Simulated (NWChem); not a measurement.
System: SiHOBr, singlet; SMILES O[Si]Br

The following NWChem deck was run.

```
start job
memory heap 200 mb stack 900 mb global 1100 mb
geometry units angstroms noautosym nocenter noautoz
  Si     0.609684     1.166997     0.000000
  Br     0.021397    -1.035651     0.000000
  O     -0.931886     1.852291     0.000000
  H     -0.903451     2.829645     0.000000
end
basis spherical
  * library def2-svp
end
dft
  xc xpbe96 cpbe96
  iterations 150
end
cosmo
  do_cosmo_smd true
  solvent hexane
end
task dft energy
```

NWChem printed, in part:

```
             Northwest Computational Chemistry Package (NWChem) 7.3.0
             --------------------------------------------------------

                             Geometry "geometry" -> ""
                             -------------------------

 Output coordinates in angstroms (scale by  1.889725989 to convert to a.u.)

  No.       Tag          Charge          X              Y              Z
 ---- ---------------- ---------- -------------- -------------- --------------
    1 Si                  14.0000     0.60968400     1.16699700     0.00000000
    2 Br                  35.0000     0.02139700    -1.03565100     0.00000000
    3 O                    8.0000    -0.93188600     1.85229100     0.00000000
    4 H                    1.0000    -0.90345100     2.82964500     0.00000000

 Effective nuclear repulsion energy (a.u.)     209.8712695848

  pbe96 is a nonlocal functional; adding pw91lda local functional.

                                 NWChem DFT Module
                                 -----------------

 Summary of "ao basis" -> "ao basis" (spherical)
 ------------------------------------------------------------------------------
       Tag                 Description            Shells   Functions and Types
 ---------------- ------------------------------  ------  ---------------------
 Si                         def2-svp                 8       18   4s3p1d
 Br                         def2-svp                12       32   5s4p3d
 O                          def2-svp                 6       14   3s2p1d
 H                          def2-svp                 3        5   2s1p

 in cosmo_initialize ...
 calling solv_data for solv:hexane

 solvent parameters
 solvname_short: hexane
 solvname_long:  n-hexane
 dielec:        1.8819
 dielecinf:     1.8903
 nonaqueous SMD model solvent descriptors
 dielec:        1.8819
 sola:          0.0000
 solb:          0.0000
 solc:          0.0000
 solg:         25.7500
 solh:          0.0000
 soln:          1.3749

          ---------------
          -cosmo- solvent
          ---------------
 Cosmo: York-Karplus, doi: 10.1021/jp992097l
 dielectric constant -eps-     =   1.88
 screen = (eps-1)/(eps    )    =   0.46862
 surface charge correction     = lagrangian

   van der Waals surface
 --------------------------

 ---------- ATOMIC COORDINATES (A.U.) ------------ VDWR(ANG.) --
     1    1.15213570    2.20530456    0.00000000     2.470
     2    0.04043447   -1.95709661    0.00000000     3.060
     3   -1.76100919    3.50032244    0.00000000     2.294
     4   -1.70727483    5.34725369    0.00000000     1.200
 number of segments per atom =        128
 number of   points per atom =        128
 atom (   nspa,  nppa )
 ----------------------
    1 (     56,     0 )       0
    2 (    100,     0 )       0
    3 (     76,     0 )       0
    4 (      4,     0 )       0
 number of -cosmo- surface points =      236
 molecular surface =    154.855 angstrom**2
 molecular volume  =    169.592 angstrom**3
 -lineq- algorithm             =   0
 -bem- low  level              =   3
 -bem- from -octahedral-
 gaussian surface charge width =   4.50000
 degree of switching           =   1.00000
 switching function tolerance  =   0.00010
 atomic radii =
 --------------
    1 14.000  2.470
    2 35.000  3.060
    3  8.000  2.294
    4  1.000  1.200
 ...... end of -cosmo- initialization ......

 nat:                     4
 ixmem:                  1008
 calling mnsol_interface()
 G(SMD-CDS) energy (kcal/mol)  =    -2.847
 SMD-CDS SASA (angstrom**2)    =   119.282

            General Information
            -------------------
          SCF calculation type: DFT
          Wavefunction type:  closed shell.
          No. of atoms     :     4
          No. of electrons :    58
           Alpha electrons :    29
            Beta electrons :    29
          Charge           :     0
          Spin multiplicity:     1
          Use of symmetry is: off; symmetry adaption is: off
          Maximum number of iterations: 150
          AO basis - number of functions:    69
                     number of shells:    29
          Convergence on energy requested:  1.00D-06
          Convergence on density requested:  1.00D-05
          Convergence on gradient requested:  5.00D-04

              XC Information
              --------------
          PerdewBurkeErnzerhof Exchange Functional  1.000
            Perdew 1991 LDA Correlation Functional  1.000 local
           PerdewBurkeErnz. Correlation Functional  1.000 non-local

             Grid Information
             ----------------
          Grid used for XC integration:  medium
          Radial quadrature: Mura-Knowles
          Angular quadrature: Lebedev.
          Tag              B.-S. Rad. Rad. Pts. Rad. Cut. Ang. Pts.
          ---              ---------- --------- --------- ---------
          Si                  1.10       88           8.0       590
          Br                  1.15      112          11.0       590
          O                   0.60       49           9.0       434
          H                   0.35       45          11.0       434
          Grid pruning is: on
          Number of quadrature shells:   294
          Spatial weights used:  Erf1

      Superposition of Atomic Density Guess
      -------------------------------------

 Sum of atomic energies:       -2936.01478574

      Non-variational initial energy
      ------------------------------

 Total energy =   -2936.457875
 1-e energy   =   -4504.394301
 2-e energy   =    1358.065156
 HOMO         =      -0.265299
 LUMO         =      -0.028607

   convergence    iter        energy       DeltaE   RMS-Dens  Diis-err
 ---------------- ----- ----------------- --------- --------- ---------
     COSMO gas phase
 d= 0,ls=0.0,diis     1  -2938.3666851389 -3.15D+03  2.70D-02  7.73D-01
 d= 0,ls=0.0,diis     2  -2937.8112312033  5.55D-01  2.01D-02  5.50D+00
 d= 0,ls=0.0,diis     3  -2938.4364085226 -6.25D-01  7.77D-03  1.59D-01
 d= 0,ls=0.0,diis     4  -2938.4462093349 -9.80D-03  4.19D-03  6.62D-02
 d= 0,ls=0.0,diis     5  -2938.4561882857 -9.98D-03  5.88D-04  1.48D-03
  Resetting Diis
 d= 0,ls=0.0,diis     6  -2938.4564359586 -2.48D-04  5.44D-05  1.84D-05
 d= 0,ls=0.0,diis     7  -2938.4564379909 -2.03D-06  5.73D-05  1.11D-06
 d= 0,ls=0.0,diis     8  -2938.4564373709  6.20D-07  3.07D-05  5.58D-06
 d= 0,ls=0.0,diis     9  -2938.4564382195 -8.49D-07  7.23D-06  2.13D-07

   convergence    iter        energy       DeltaE   RMS-Dens  Diis-err
 ---------------- ----- ----------------- --------- --------- ---------
     COSMO solvation phase
 d= 0,ls=0.0,diis     1  -2938.4632162964 -6.78D-03  9.69D-04  3.71D-04
 d= 0,ls=0.0,diis     2  -2938.4632493743 -3.31D-05  5.00D-04  4.23D-04
 d= 0,ls=0.0,diis     3  -2938.4633351530 -8.58D-05  1.32D-04  8.93D-05
 d= 0,ls=0.0,diis     4  -2938.4633456527 -1.05D-05  3.45D-05  6.67D-06
 d= 0,ls=0.0,diis     5  -2938.4633457650 -1.12D-07  1.85D-05  5.11D-06
 d= 0,ls=0.0,diis     6  -2938.4633463045 -5.39D-07  3.86D-06  3.22D-08

         Total DFT energy =    -2938.463346304533
      One electron energy =    -4505.967683815285
           Coulomb energy =     1478.173048504701
    Exchange-Corr. energy =     -120.558393068390
 Nuclear repulsion energy =      209.871269584759

             COSMO energy =        0.018412489682

 Numeric. integr. density =       58.000000564309

                                COSMO-SMD solvation results
                                ---------------------------

             internal energy in gas <Psi(g)|H|Psi(g)> =     -2938.456438219499
         internal energy in solvent <Psi(s)|H|Psi(s)> =     -2938.456297486501
                               delta internal energy  =         0.000140732997 (    0.09 kcal/mol)
   total free energy in solvent <Psi(s)|H+V/2|Psi(s)> =     -2938.458810083842
 polarization energy contribution <Psi(s)|V/2|Psi(s)> =        -0.002512597341 (   -1.58 kcal/mol)
    total free energy in solvent including G(SMD-CDS) =     -2938.463346304533
                       G(SMD-CDS) energy contribution =        -0.004536220691 (   -2.85 kcal/mol)
     1 M fixed-concentration free energy of solvation =        -0.006908085034 (   -4.33 kcal/mol)

                       DFT Final Molecular Orbital Analysis
                       ------------------------------------

 Vector   27  Occ=2.000000D+00  E=-2.642610D-01
              MO Center= -4.4D-02, -6.5D-01, -2.2D-08, r^2= 2.3D+00
   Bfn.  Coefficient  Atom+Function         Bfn.  Coefficient  Atom+Function
  ----- ------------  ---------------      ----- ------------  ---------------
    35      0.563247  2 Br pz                32      0.495016  2 Br pz
    29     -0.331073  2 Br pz                56     -0.215695  3 O  pz
    59     -0.167445  3 O  pz                26      0.107734  2 Br pz
    13      0.066899  1 Si pz                10      0.056622  1 Si pz
    15     -0.055912  1 Si d -1               7     -0.030035  1 Si pz

 Vector   28  Occ=2.000000D+00  E=-2.598211D-01
              MO Center=  8.8D-02, -7.5D-01, -1.3D-09, r^2= 2.1D+00
   Bfn.  Coefficient  Atom+Function         Bfn.  Coefficient  Atom+Function
  ----- ------------  ---------------      ----- ------------  ---------------
    33      0.495077  2 Br px                30      0.445611  2 Br px
    27     -0.297184  2 Br px                34     -0.274045  2 Br py
    31     -0.242848  2 Br py                28      0.160619  2 Br py
    11      0.111273  1 Si px                53      0.105555  3 O  s
     8      0.097629  1 Si px                24      0.096691  2 Br px

 Vector   29  Occ=2.000000D+00  E=-2.223206D-01
              MO Center=  5.0D-01,  7.9D-01,  5.8D-09, r^2= 3.6D+00
   Bfn.  Coefficient  Atom+Function         Bfn.  Coefficient  Atom+Function
  ----- ------------  ---------------      ----- ------------  ---------------
     4      0.431839  1 Si s                  3      0.392466  1 Si s
    33     -0.300329  2 Br px                54     -0.282542  3 O  px
    34     -0.247100  2 Br py                 2      0.242447  1 Si s
    30     -0.242141  2 Br px                 8      0.227633  1 Si px
    57     -0.217129  3 O  px                31     -0.205596  2 Br py

 Vector   30  Occ=0.000000D+00  E=-1.030013D-01
              MO Center=  5.0D-01,  1.0D+00, -5.6D-10, r^2= 2.9D+00
   Bfn.  Coefficient  Atom+Function         Bfn.  Coefficient  Atom+Function
  ----- ------------  ---------------      ----- ------------  ---------------
    13      0.678197  1 Si pz                10      0.433166  1 Si pz
    35     -0.261215  2 Br pz                56     -0.256777  3 O  pz
    59     -0.245067  3 O  pz                 7     -0.217161  1 Si pz
    32     -0.176815  2 Br pz                29      0.115387  2 Br pz
    47      0.049148  2 Br d -1              26     -0.037372  2 Br pz

 Vector   31  Occ=0.000000D+00  E=-2.112547D-02
              MO Center=  5.5D-01,  1.2D+00,  7.0D-10, r^2= 3.9D+00
   Bfn.  Coefficient  Atom+Function         Bfn.  Coefficient  Atom+Function
  ----- ------------  ---------------      ----- ------------  ---------------
    12      0.935367  1 Si py                34      0.453741  2 Br py
    23      0.344639  2 Br s                  9      0.340273  1 Si py
    53     -0.341797  3 O  s                  3     -0.267228  1 Si s
    33      0.249935  2 Br px                11     -0.193496  1 Si px
    22      0.192114  2 Br s                 66      0.188859  4 H  s

 Vector   32  Occ=0.000000D+00  E= 5.760260D-03
              MO Center= -6.1D-02,  1.3D+00, -4.1D-09, r^2= 4.6D+00
   Bfn.  Coefficient  Atom+Function         Bfn.  Coefficient  Atom+Function
  ----- ------------  ---------------      ----- ------------  ---------------
    53      0.747999  3 O  s                 11      0.703050  1 Si px
    66     -0.630464  4 H  s                 34      0.470616  2 Br py
     4     -0.344415  1 Si s                 12      0.332932  1 Si py
     3     -0.264907  1 Si s                 23      0.252555  2 Br s
     8      0.249248  1 Si px                22      0.216482  2 Br s

     Multipole analysis of the density
     ---------------------------------

     L   x y z        total         alpha         beta         nuclear
     -   - - -        -----         -----         ----         -------
     0   0 0 0     -0.000000    -29.000000    -29.000000     58.000000

     1   1 0 0      0.062521     -0.843618     -0.843618      1.749758
     1   0 1 0      1.142422      2.708353      2.708353     -4.274284
     1   0 0 1      0.000000      0.000000      0.000000      0.000000

     2   2 0 0    -29.184259    -37.774665    -37.774665     46.365071
     2   1 1 0     -0.937365     12.351510     12.351510    -25.640386
     2   1 0 1     -0.000000     -0.000000     -0.000000      0.000000
     2   0 2 0    -21.163863   -174.960074   -174.960074    328.756284
     2   0 1 1     -0.000000     -0.000000     -0.000000      0.000000
     2   0 0 2    -26.515570    -13.257785    -13.257785      0.000000
```

Level: PBE/def2-SVP, SMD on the gas-phase geometry. Low-valent species are run as closed-shell singlets; no triplet was tried in these runs. All runs use the structure optimised with PBE-D3(BJ)/def2-SVP. Solvent: n-hexane.
